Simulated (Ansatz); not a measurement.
```yaml
crystal:
  periodic: [false, false, false]
  atoms:
    - {symbol: C, position_ang: [-1.298423, 0.904431, -0.071377]}
    - {symbol: B, position_ang: [-0.312175, 0.407584, 0.776432]}
    - {symbol: Si, position_ang: [1.150388, -0.833726, 0.331051]}
    - {symbol: O, position_ang: [1.082407, -1.535560, -1.276577]}
    - {symbol: H, position_ang: [-1.598027, 0.361124, -1.110578]}
    - {symbol: H, position_ang: [-1.022579, 2.008337, -0.433461]}
    - {symbol: H, position_ang: [-2.347124, 1.019106, 0.379710]}
    - {symbol: H, position_ang: [-0.385264, 0.641773, 2.069674]}
    - {symbol: H, position_ang: [1.246096, -2.199350, 1.207865]}
    - {symbol: H, position_ang: [2.468552, -0.270211, 0.415797]}
    - {symbol: H, position_ang: [1.051710, -0.734142, -2.051665]}
basis:
  gaussian: {orbitals: aug-pcseg-2}
hamiltonian: {xc: {name: HF}}
correlation: {active_space: {window: {electrons: 6, orbitals: 2}}}
```

```sh
$ ansatz run in.yaml --threads 2 --pin off --events-out ev --progress --plain --max-ram 4352MiB
```

Output, abridged:

```
Functional definition: HF
2121 factors; integrals over basis functions are off by at most 7.2e-4 eV
mean field evaluation 1: about -11707.3709 eV, gradient 4.5e1 eV
mean field evaluation 2: about -11707.4608 eV, gradient 4.5e1 eV
mean field evaluation 4: about -11712.3995 eV, gradient 4.9e0 eV
mean field evaluation 8: about -11712.4972 eV, gradient 3.5e-1 eV
mean field -11712.49788074 eV, -430.4263581011 hartree, gradient 1.3e-6 eV, S^2 0.000000; 0 other end points of the search recorded, 0 dependent functions left out
reference -11712.49788074 eV, -430.4263581011 hartree; 20, 20 occupied and 329, 329 virtual orbitals, 2121 factors
Error: 6 electrons in 2 orbitals form no window around the highest filled level of the reference
```

Question: Something in this input is off. What?

Answer: The active space doesn't fit the electrons. The run stopped with an error.
